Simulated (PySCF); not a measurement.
TaF5 (singlet state).
Cartesian coordinates in Å at the PBE0-D3(BJ)/def2-SVP level; atoms count from 1:
```xyz
6
TaF5 angstrom
Ta    -0.001    0.000    0.000
F     -0.017   -0.005    1.880
F      0.001    0.004   -1.880
F      1.850    0.009    0.009
F     -0.923    1.607    0.000
F     -0.910   -1.615   -0.009
```

Computed, not measured: PySCF 2.14.0, density-fitted response routines, TDDFT CAM-B3LYP/def2-SVPD, vertical, gas phase, core orbitals frozen in the response, def2 core potentials past Kr. Spin–orbit coupling is left out.

Kohn–Sham orbitals with the atoms that hold most of them (Löwdin shares over 4%, at most four atoms):

```json
{"orbital": "HOMO-3", "ε (eV)": "-14.29", "atoms": "F2 43%, F3 43%, Ta1 5%"}
{"orbital": "HOMO-2", "ε (eV)": "-14.14", "atoms": "F3 44%, F2 44%, Ta1 8%"}
{"orbital": "HOMO-1", "ε (eV)": "-14.01", "atoms": "F3 29%, F2 29%, F4 27%, F5 8%"}
{"orbital": "HOMO", "ε (eV)": "-13.98", "atoms": "F3 29%, F2 28%, F6 22%, F5 20%"}
{"orbital": "LUMO", "ε (eV)": "-1.72", "atoms": "Ta1 70%, F2 9%, F3 9%, F4 8%"}
{"orbital": "LUMO+1", "ε (eV)": "-1.71", "atoms": "Ta1 70%, F2 9%, F3 9%, F6 6%"}
{"orbital": "LUMO+2", "ε (eV)": "-0.64", "atoms": "Ta1 63%, F4 15%, F5 10%, F6 9%"}
```

(1) How does S1 compare with the orbital gap of 12.26 eV?

Answers

(1) S1 is at 7.91 eV (f = 0.0001), 4.35 eV below the gap, made of HOMO→LUMO (64%), HOMO-1→LUMO+1 (35%). Without the coupling terms of the response equations the lowest excitation would equal the gap.

For S1 the Löwdin share of tantalum is at most 2% in HOMO and 70% in LUMO (ligand-to-metal charge transfer by this measure).

Next come S2 at 7.98 eV (f 0.0017), HOMO-2→LUMO (92%); S3 at 7.99 eV (f 0.0015), HOMO-2→LUMO+1 (91%); S4 at 8.04 eV (f 0.0081), HOMO→LUMO+1 (46%), HOMO-1→LUMO (44%); S5 at 8.04 eV (f 0.0085), HOMO-1→LUMO+1 (57%), HOMO→LUMO (32%), HOMO-2→LUMO+1 (8%).

Orbitals of the list HOMO-3 to LUMO+2 that lie within 0.01 eV of each other are written together with a slash and their weights summed (≥ marks a lower bound); for degenerate orbitals outside that list single weights are arbitrary.

Löwdin shares depend on the basis, the more so with diffuse functions.

Time: 2.1 min of wall time. Hardware: one thread of an Arm Neoverse V1 (shared host).
